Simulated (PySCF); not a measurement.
Isomers of C8H12O3, one GFN2-xTB conformer each. Single-point energies are computed at PBE0/pcSseg-1 (PySCF, gas phase, no added dispersion term), electronic only.

```
                     SMILES  GFN2-xTB relative energy (kcal/mol)
    O=C1OCC[C@@H](C2CCC2)O1                                  0.0
C=CC[C@@H]1OC[C@@H]1OC(C)=O                                 40.6
    COC(=O)[C@H]1CCCC(=O)C1                                  3.7
```

Conformers: `[O:1]=[C:2]1[O:3][CH2:4][CH2:5][C@@H:6]([CH:7]2[CH2:8][CH2:9][CH2:10]2)[O:11]1` with C5–C6–C7–C8 69°, O1–C2–O3–C4 180°, C2–O3–C4–C5 -32°, O3–C4–C5–C6 56°, C4–C5–C6–C7 -172°; `[CH2:1]=[CH:2][CH2:3][C@@H:4]1[O:5][CH2:6][C@@H:7]1[O:8][C:9]([CH3:10])=[O:11]` with C1–C2–C3–C4 -135°, C2–C3–C4–O5 177°, C6–C7–O8–C9 162°, C7–O8–C9–C10 179°; `[CH3:1][O:2][C:3](=[O:4])[C@H:5]1[CH2:6][CH2:7][CH2:8][C:9](=[O:10])[CH2:11]1` with C1–O2–C3–O4 0°, O2–C3–C5–C6 112°, C3–C5–C6–C7 177°, C5–C6–C7–C8 -59°, C6–C7–C8–C9 56°, C7–C8–C9–O10 127°.

Question: What does PBE0/pcSseg-1 give for the same structures?

Answer: 
| SMILES | PBE0/pcSseg-1 E (Eh) | PBE0/pcSseg-1 (kcal/mol) | GFN2-xTB (kcal/mol) | point group |
| --- | --- | --- | --- | --- |
| COC(=O)[C@H]1CCCC(=O)C1 | -537.10091 | 0.0 | 3.7 | C1 |
| O=C1OCC[C@@H](C2CCC2)O1 | -537.06861 | 20.3 | 0.0 | C1 |
| C=CC[C@@H]1OC[C@@H]1OC(C)=O | -537.02947 | 44.8 | 40.6 | C1 |

GFN2-xTB puts O=C1OCC[C@@H](C2CCC2)O1 lowest instead; measured from each level's own lowest isomer, the values differ by up to 20.3 kcal/mol (O=C1OCC[C@@H](C2CCC2)O1: 0.0 against 20.3). As drawn, the highest has a four-membered ring and a C=C bond outside aromatic rings, which the lowest lacks.

Question: Which frontier levels, dipoles and rotational constants go with these structures?

Answer: 
| SMILES | HOMO (eV, PBE0/pcSseg-1) | LUMO (eV) | dipole (D) | A, B, C (MHz) |
| --- | --- | --- | --- | --- |
| COC(=O)[C@H]1CCCC(=O)C1 | -7.11 | -0.57 | 3.29 | 2333, 611.1, 551.3 |
| O=C1OCC[C@@H](C2CCC2)O1 | -8.10 | 0.74 | 6.13 | 2098, 779.9, 648.9 |
| C=CC[C@@H]1OC[C@@H]1OC(C)=O | -7.31 | 0.07 | 1.76 | 1462, 969.1, 691.3 |
